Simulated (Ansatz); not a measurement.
Consider the dimerisation: 2 `[OH][GaH2]` → `[OH+]1[GaH2-][OH+][GaH2-]1`.

Gas-phase electronic energies from Ansatz, PBE0-D4/def2-TZVP geometries. CBS: MP2 limit from def2 TZ/QZ plus the TZ coupled-cluster correction, frozen cores. DFT in def2-TZVPP. B3LYP here is the variant with VWN-RPA as its local correlation; programs differ in this. HSE06 is defined as in plane-wave codes. For Ga outer-core shells are correlated without core-valence functions, which leaves a few kJ/mol of doubt a bond. Scalar relativity is left out up to krypton.

| level | ΔE (kJ/mol) | difference from CCSD(T)/CBS |
| --- | --- | --- |
| LDA (SPW92) | -220.1 | -18.5 |
| PBE-D4 | -181.8 | 19.8 |
| revPBE-D4 | -175.7 | 25.9 |
| BLYP-D4 | -172.4 | 29.2 |
| r2SCAN-D4 | -203.9 | -2.3 |
| B97M-V | -196.5 | 5.1 |
| PBE0-D4 | -199.0 | 2.6 |
| B3LYP-D4 | -189.4 | 12.2 |
| r2SCANh-D4 | -207.8 | -6.2 |
| HSE06-D4 | -198.0 | 3.6 |
| CAM-B3LYP-D4 | -199.3 | 2.3 |
| ωB97X-V | -200.4 | 1.2 |
| ωB97M-V | -200.5 | 1.1 |
| B2PLYP | -185.7 | 15.9 |
| PBE | -169.5 | 32.1 |
| revPBE | -146.1 | 55.5 |
| BLYP | -146.7 | 54.9 |
| r2SCAN | -200.9 | 0.7 |
| PBE0 | -188.4 | 13.2 |
| B3LYP | -169.3 | 32.3 |
| r2SCANh | -204.6 | -3.0 |
| r2SCAN0 | -209.6 | -8.0 |
| HSE06 | -187.9 | 13.7 |
| BHLYP | -193.1 | 8.5 |
| CAM-B3LYP | -188.2 | 13.4 |
| LC-ωPBE | -193.9 | 7.7 |
| RPA@PBE/def2-TZVPP | -200.8 | 0.8 |
| HF/def2-SVP | -217.2 | -15.6 |
| MP2/def2-SVP | -228.0 | -26.4 |
| CCSD/def2-SVP | -225.2 | -23.6 |
| CCSD(T)/def2-SVP | -226.2 | -24.6 |
| MP2/def2-TZVPP | -207.0 | -5.4 |
| SCS-MP2/def2-TZVPP | -200.9 | 0.7 |
| CCSD/def2-TZVPP | -206.7 | -5.1 |
| CCSD(T)/def2-TZVPP | -208.5 | -6.9 |
| HF/def2-QZVPP | -184.5 | 17.1 |
| SCS-MP2/def2-QZVPP | -195.2 | 6.4 |
| HF/CBS(def2) | -183.9 | 17.7 |
| MP2/CBS(def2) | -200.1 | 1.5 |
| CCSD/CBS(def2) | -199.7 | 1.9 |
| CCSD(T)/CBS | -201.6 | 0 |

(1) What do rigid-rotor, harmonic-oscillator terms from PBE0-D4/def2-TZVP frequencies (298.15 K, 1 bar) make of the CCSD(T)/CBS value? (An estimate is asked.)

Largest T1 diagnostic among the species: 0.015.

Answers

(1) Ansatz gave: ΔZPE = +11.2 kJ/mol, ΔH = -193.6 kJ/mol, ΔS = -181 J/(mol·K), ΔG = -139.7 kJ/mol.

In def2-TZVPP, CCSD(T) changes the Hartree–Fock value by −19.4 kJ/mol (the triples alone add −1.9 kJ/mol) and MP2 by −17.9 kJ/mol. From BLYP to BHLYP (50 % exact exchange), in def2-TZVPP and without D4, ΔE moves by −46.4 kJ/mol.
